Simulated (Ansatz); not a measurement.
Mulliken charges of CH₂GaNZn, SMILES `[CH]1=[N][GaH][Zn]1` from ωB97M-V/def2-TZVPP in Ansatz (PBE0-D4/def2-TZVP geometry).

```tsv
atom	x (Å)	y (Å)	z (Å)	charge (e)
C1	-0.037	0.025	-1.285	-0.092
N2	0.720	-0.126	-0.318	-0.247
Ga3	-0.071	-0.009	1.503	0.254
Zn4	-1.856	0.339	-0.263	-0.025
H5	0.279	-0.017	-2.333	0.123
H6	0.965	-0.212	2.695	-0.013
```

Task: By hand: the dipole of these point charges (1 e Å = 4.8032 D).

Result: Σ q r = (-0.124, 0.019, 0.263) e Å, of length 0.291 e Å = 1.40 D.

Task: How does the dipole of the full density compare? (Estimate.)

Result: Ansatz gave: (-0.306, 0.056, -0.053) e Å, 1.52 D; the point charges give 0.92 times that, at 74° from its direction.

Point charges leave out the atoms' own dipoles, such as those of lone pairs, and Mulliken's split depends on the basis, so the two needn't agree.
